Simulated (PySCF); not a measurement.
Delta-SCF ions had no search for a lower state. Excitations are Tamm–Dancoff values on a coarser integration grid. The basis has no diffuse functions, so Rydberg states are missing or too high.

## C4H5FSi, SMILES `F[SiH]1C=CC=C1` (charge 0, multiplicity 1)

The numbers are results of PBE0-D3(BJ)/def2-TZVP run with PySCF 2.14.0, not measurements.

The HOMO is -7.08 eV and the dipole moment is 2.01 D. The HOMO–LUMO gap is 5.10 eV and the LUMO is -1.98 eV. The S1 excitation (TDA) is 4.39 eV, the S1 oscillator strength is 0.066 and the brightest of the four lowest singlets (TDA) comes out as 4.39 eV. The T1 excitation (TDA) comes out as 2.52 eV, the S1–T1 gap (TDA) comes out as 1.87 eV and the vertical ionisation energy (Delta-SCF) comes out as 9.07 eV. The total energy is -544.5083 Ha and the cost comes out as around 5 core-minutes (rough).

Bonds (Å): F1–Si2 1.600, Si2–C3 1.858, Si2–C6 1.858, Si2–H7 1.484, C3–C4 1.340, C3–H8 1.082, C4–C5 1.486, C4–H9 1.087, C5–C6 1.340, C5–H10 1.087, C6–H11 1.082. Bond angles (°): F1–Si2–C3 114.7, F1–Si2–C6 114.7, F1–Si2–H7 106.4, C3–Si2–C6 93.6, C3–Si2–H7 113.7, C6–Si2–H7 113.7, Si2–C3–C4 106.0, Si2–C3–H8 131.3, C4–C3–H8 122.6, C3–C4–C5 117.1, C3–C4–H9 123.7, C5–C4–H9 119.2, C4–C5–C6 117.1, C4–C5–H10 119.2, C6–C5–H10 123.7, Si2–C6–C5 106.0, Si2–C6–H11 131.3, C5–C6–H11 122.6.
